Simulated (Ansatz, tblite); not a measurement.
Removing and adding an electron: Cd7Te7. Charge 0, multiplicity 1. Geometry: PBE-D4/def2-SVP. Ansatz, gas phase; energy differences of separate SCF runs; the oxidised species was run as a doublet alone; the reduced species was run as a doublet alone.

```xyz
14

Te   -1.4239   -3.3768    1.5883
Te    2.8138    1.7363   -3.1958
Te    2.3240   -2.2990   -0.5927
Te   -1.9674   -0.3212   -2.4527
Te   -3.8726    1.0334    1.6584
Te    0.7822    2.0701    1.1264
Te    0.6697    0.1406    3.4953
Cd    0.4050    0.5790   -3.3221
Cd   -0.5663   -2.1066   -0.7619
Cd   -1.9714   -0.7230    2.5304
Cd    2.2944    0.4594   -0.6716
Cd    1.1443    3.6459   -1.3485
Cd    1.1319   -2.1311    1.9688
Cd   -1.7638    1.2931   -0.0224
```

In the def2 sets Cd, Te take a core potential; there is no spin–orbit coupling. The xTB rows come from tblite. Single mean-field runs in def2-TZVP are fitted with def2-universal-jkfit. HOMO above LUMO, or a gap near zero within one spin, warns that the state may not be the lowest or that an electron is smeared out.

| level | −HOMO (eV) | vertical IE (eV) | −LUMO (eV) | vertical EA (eV) | HOMO–LUMO gap (eV) | IE − EA (eV) | remarks |
| --- | --- | --- | --- | --- | --- | --- | --- |
| GFN1-xTB | 8.74 | 10.43 | 7.16 | 5.57 | 1.58 | 4.86 | – |
| GFN2-xTB | 8.81 | 10.73 | 6.94 | 4.89 | 1.87 | 5.84 | – |
| PBE-D4/def2-TZVP | 4.67 | 6.48 | 3.68 | 2.20 | 0.99 | 4.27 | gap within one spin near zero (+1 doublet), restricted SCF unstable in HF (singlet) |
| PBE0-D4/def2-TZVP | 5.52 | 6.69 | 3.23 | 2.25 | 2.29 | 4.44 | restricted SCF unstable in HF (singlet) |
| r2SCAN0-D4/def2-TZVP | 5.66 | 6.72 | 3.28 | 2.37 | 2.39 | 4.35 | restricted SCF unstable in HF (singlet) |

Relaxing the reduced species (PBE-D4/def2-SVP) changes its energy by -0.40 eV at PBE-D4/def2-TZVP, so the adiabatic electron affinity to this nearest minimum is 2.60 eV. On the way the bond Te6–Te7 breaks. At PBE0-D4/def2-TZVP it is 2.77 eV.     Raw xTB energy differences between charge states are shifted by several eV; the methods need an empirical correction for them. Sets without diffuse functions give affinities that are too small.
